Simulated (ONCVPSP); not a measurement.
Debugging a pseudopotential input (Au (Z = 79), ONCVPSP 4.0.1)

Command:

```bash
oncvpspr.x < Au.dat > Au.out
```

Input:

```
# ATOM AND REFERENCE CONFIGURATION
# atsym  z   nc   nv     iexc    psfile
  Au 79.00   10    4        4      upf
#
#   n    l    f
    1    0    2.00
    2    0    2.00
    2    1    6.00
    3    0    2.00
    3    1    6.00
    3    2   10.00
    4    0    2.00
    4    1    6.00
    4    2   10.00
    4    3   14.00
    5    0    2.00
    5    1    6.00
    5    2   10.00
    6    0    1.00
#
# PSEUDOPOTENTIAL AND OPTIMIZATION
# lmax
    2
#
#   l,   rc,      ep,       ncon, nbas, qcut
    0    0.30    0.00    3    6    8.30
    1    1.25    0.00    4    8    7.70
    2    1.80    0.00    4    9    9.50
#
# LOCAL POTENTIAL
# lloc, lpopt,  rc(5),   dvloc0
    4    5    1.20    0.00
#
# VANDERBILT-KLEINMAN-BYLANDER PROJECTORs
# l, nproj, debl
    0    2    2.20
    1    2    0.50
    2    2    2.40
#
# MODEL CORE CHARGE
# icmod, fcfact, rcfact
    0    0.00    0.00
#
# LOG DERIVATIVE ANALYSIS
# epsh1, epsh2, depsh
   -5.00    5.00    0.04
#
# OUTPUT GRID
# rlmax, drl
    6.00    0.01
#
# TEST CONFIGURATIONS
# ncnf
    4
# nvcnf
#   n    l    f
    4
    5    0    2.00
    5    1    6.00
    5    2   10.00
    6    0    0.00
#
    4
    5    0    2.00
    5    1    6.00
    5    2    9.00
    6    0    0.00
#
    4
    5    0    2.00
    5    1    6.00
    5    2    8.00
    6    0    0.00
#
    4
    5    0    2.00
    5    1    6.00
    5    2    9.00
    6    0    1.00
#
```

This is an input that runs to its end, with one change: rc of l = 0 set to 0.30 bohr.

**Question.** How does the run end?

**Answer.** The program refuses the input: "test_data: rc < rc(lloc) for l = 0. Not allowed.".

```
ONCVPSP  (Optimized Norm-Conservinng Vanderbilt PSeudopotential)
relativistic version 4.0.1

test_data: rc < rc(lloc) for l = 0.  Not allowed.
ERROR: test_data found   1 ERROR; stopping
```
